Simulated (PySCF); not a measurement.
C2H7ClOSi, SMILES C[C@@H](O)[SiH2]Cl. Atoms are numbered in the order given.

```xyz
12

C     -2.3410    -0.6259     0.7231
C     -1.2193     0.1513     0.0293
O     -1.1300     1.5062     0.4782
Si     0.4805    -0.7086     0.2204
Cl     1.9187     0.2488    -0.9419
H     -2.1301    -0.7667     1.8058
H     -2.4819    -1.6315     0.2762
H     -3.2959    -0.0677     0.6369
H     -1.4407     0.2179    -1.0586
H     -0.9314     1.4799     1.4339
H      0.4483    -2.1608    -0.1725
H      0.8879    -0.5827     1.6652
```

Geometry optimised at PBE-D3(BJ)/def2-SVP. The structure was generated by enumeration; whether it is a known compound was not checked. The values are those of a single conformer.

Vertical ionisation energy (IE) and electron affinity (EA) in eV. Rows of orbital energies are one-electron estimates. Where ΔSCF, EOM or ADC give a negative EA the extra electron is unbound and the value depends on the basis.

| level | IE | EA |
|---|---|---|
| −ε(HOMO), −ε(LUMO), HF/def2-TZVP (PySCF) | [?] | [?] |
| −ε(HOMO), −ε(LUMO), PBE/def2-TZVP (PySCF) | 6.15 | 0.79 |

### Question
Complete the blanks. (An estimate is asked for; the answer gives what the named calculation found.)

### Answer

- −ε(HOMO), −ε(LUMO), HF/def2-TZVP (PySCF), IE: 11.03
- −ε(HOMO), −ε(LUMO), HF/def2-TZVP (PySCF), EA: -3.12
